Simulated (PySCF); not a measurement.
A PySCF script (with the pyscf-properties extension) for the NMR shieldings of `COc1sccc1S[SiH3]`, C5H8OS2Si, on a GFN2-xTB geometry:

```python
import basis_set_exchange as bse
import numpy as np
from pyscf import gto, dft
from pyscf.prop import nmr

atoms = """
C    -0.695121   -2.139413    0.741903
O     0.041529   -1.155644    0.057086
C    -0.597036    0.004257   -0.221907
S    -2.316205    0.219365   -0.076408
C    -2.181192    1.848856   -0.630961
C    -0.902716    2.191271   -0.903304
C     0.018591    1.138652   -0.661932
S     1.748596    1.304091   -0.923175
Si    2.611739   -0.260694    0.283890
H    -1.057673   -1.764794    1.704483
H    -0.014312   -2.973017    0.901315
H    -1.551739   -2.467057    0.144201
H    -3.070388    2.439700   -0.713762
H    -0.592688    3.156164   -1.258306
H     2.538888   -1.540605   -0.398502
H     3.986078    0.223080    0.329775
H     2.026651   -0.212182    1.615693
"""
names = dict.fromkeys(["C", "O", "S", "Si", "H"], "pcSseg-1")
basis = {el: gto.basis.parse(bse.get_basis(n, elements=[el], fmt="nwchem")) for el, n in names.items()}
mol = gto.M(atom=atoms, basis=basis, charge=0, verbose=0)
mf = dft.RKS(mol, xc="PBE0")
mf.grids.level = 2
mf.grids.alignment = dft.numint.BLKSIZE   # the property module wants whole blocks of grid points
mf.conv_tol = 1e-9
mf.kernel()

calc = nmr.RKS(mf)   # GIAO
C = mf.mo_coeff
Co = C[:, mf.mo_occ > 0]
resp = mf.gen_response(singlet=True, hermi=2)
def vind(x):   # induced exchange potential for any number of trial vectors
    d = np.einsum("pi,xij,qj->xpq", C, 2 * x.reshape(-1, C.shape[1], Co.shape[1]), Co, optimize=True)
    return np.einsum("xpq,pi,qj->xij", resp(d - d.transpose(0, 2, 1)), C, Co, optimize=True).ravel()
mo1, _ = nmr.rhf.solve_mo1(calc, with_cphf=vind)
sigma = calc.kernel(mo1)
for i, s in enumerate(sigma):   # ppm
    print("%2d %-2s %9.2f" % (i, mol.atom_pure_symbol(i), np.trace(s) / 3))
```

**Question.** Give the expected output.

**Answer.** 
```
 0 C     128.56
 1 O     237.04
 2 C      22.32
 3 S     321.79
 4 C      69.96
 5 C      53.60
 6 C      73.88
 7 S     646.01
 8 Si    404.75
 9 H      28.14
10 H      27.52
11 H      27.81
12 H      25.26
13 H      24.81
14 H      26.48
15 H      27.28
16 H      26.86
```

These numbers come from an equivalent density-fitted implementation of the same equations, which agrees with the script to about 0.01 ppm for H and up to a few tenths of a ppm for heavy atoms, so last digits may differ.

**Question.** Turn these shieldings into chemical shifts. Referencing at the same level of theory: 13C (σ = 186.93 ppm), 29Si (σ = 349.16 ppm), 1H (σ = 31.72 ppm) vs TMS; 17O (σ = 336.08 ppm) against H2O; 33S (σ = 503.73 ppm) vs CS2.

**Answer.** Averaging equivalent atoms: C 2: 164.6; C 5: 133.3; C 4: 117.0; C 6: 113.0; C 0: 58.4; O 1: 99.0; S 3: 182; S 7: -142; Si 8: -55.6; H 13: 6.90; H 12: 6.46; H 14/15/16: 4.84; H 9/10/11: 3.89 ppm. Experimental scales use liquid or dissolved standards, which lie at an offset from isolated H2O (liquid H2O: subtract about 36 ppm).

Size and cost of the density-fitted run: 214 basis functions, 44 s wall time on 1 thread of an Arm Neoverse V2, shared host; peak memory 0.96 GiB.
